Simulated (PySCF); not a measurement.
A side-by-side comparison of computed properties.

First species: [Cu(N2)2]+ (charge +1 and singlet state).
SMILES: `N#[N]->[Cu+]<-[N]#N`

Second species: C5H12O2S.
SMILES: `CC(C)(C)S(C)(=O)=O`

Levels: wB97X-D/def2-SVPD for HOMO energy, LUMO energy, HOMO–LUMO gap, static isotropic polarisability and electronic spatial extent ⟨r²⟩ about the centre of nuclear charge; TDDFT wB97X-D/def2-SVPD for lowest singlet excitation; TDA wB97X-D/def2-SVPD for lowest triplet excitation (Tamm–Dancoff); ΔSCF wB97X-D/def2-SVPD for vertical ionisation energy; PBE0-D3(BJ)/def2-SVP for smallest rotational constant. Geometries: PBE0-D3(BJ)/def2-SVP. Each species is one conformer at its optimised geometry, gas phase, non-relativistic unless stated; the electronic structure was computed with PySCF and density fitting.

The conformers computed, where there is a choice (atom-mapped SMILES and torsion angles):
- `[CH3:1][C:2]([CH3:3])([CH3:4])[S:5]([CH3:6])(=[O:7])=[O:8]`: C1–C2–S5–C6 180°

Values for the first species:

| Property | Result |
| --- | --- |
| HOMO energy | -16.47 eV |
| LUMO energy | -5.49 eV |
| HOMO–LUMO gap | 10.98 eV |
| Lowest singlet excitation | 5.87 eV |
| Lowest triplet excitation (Tamm–Dancoff) | 5.68 eV |
| Static isotropic polarisability | 34.7 au |
| Vertical ionisation energy | 17.29 eV |
| Electronic spatial extent ⟨r²⟩ about the centre of nuclear charge | 692 bohr² |
| Smallest rotational constant | 1.419 GHz |

Task: Estimate the same properties for the second species, and the change in each.

Result: 
| property | first | second | second less first |
| --- | --- | --- | --- |
| HOMO energy | -16.47 eV | -9.90 eV | +6.57 eV |
| LUMO energy | -5.49 eV | 1.88 eV | +7.37 eV |
| HOMO–LUMO gap | 10.98 eV | 11.78 eV | +0.80 eV |
| lowest singlet excitation | 5.87 eV | 7.86 eV | +1.99 eV |
| lowest triplet excitation (Tamm–Dancoff) | 5.68 eV | 7.66 eV | +1.98 eV |
| static isotropic polarisability | 34.7 au | 87.4 au | +52.7 au |
| vertical ionisation energy | 17.29 eV | 10.04 eV | -7.25 eV |
| electronic spatial extent ⟨r²⟩ about the centre of nuclear charge | 692 bohr² | 1068 bohr² | +376 bohr² |
| smallest rotational constant | 1.419 GHz | 1.522 GHz | +0.103 GHz |

On the first: The ΔSCF ionisation energy exceeds −ε(HOMO) by 0.82 eV with wB97X-D. The principal polarisabilities are 24.8, 24.8 and 54.7 au; their mean is the isotropic value.

On the second: No computed singlet falls in the visible range (750 to 380 nm, 1.65 to 3.26 eV); S1 lies 4.60 eV above its blue end. The 10 singlets span 7.86 to 9.08 eV, and their oscillator strengths add up to 0.46.
